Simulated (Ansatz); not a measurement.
Basis sets compared for the cluster PbS2⁻ (the lowest doublet isomer of a short search). The state is a doublet with charge -1. Geometry PBE-D4/def2-TZVPD. Ansatz on 4 threads of Arm Neoverse V2 on a shared host; times are rough, and most runs start from earlier orbitals.

```xyz
3

Pb    0.0952    0.4169    0.5730
S     2.0542   -0.8010   -0.2047
S    -2.1494    0.3841   -0.3683
```

In the def2 sets Pb takes a core potential; there is no spin–orbit coupling. The structure comes from a short search, and lower isomers may exist.

```csv
level,functions,energy (Eh),HOMO (eV),LUMO (eV),wall time
PBE-D4/def2-SVPD,86,-988.8272,-0.81,-0.15,1 s
PBE0-D4/def2-SVPD,86,-988.8491,-1.82,0.51,1.6 s
```

(1) Estimate the rows for PBE-D4/def2-TZVPD, PBE0-D4/def2-TZVPD (with forces).

## Answers

(1) 
```csv
level,functions,energy (Eh),HOMO (eV),LUMO (eV),wall time
PBE-D4/def2-TZVPD,148,-989.0995,-0.75,-0.08,2.1 s
PBE0-D4/def2-TZVPD (with forces),148,-989.1178,-1.75,0.60,3.8 s
```
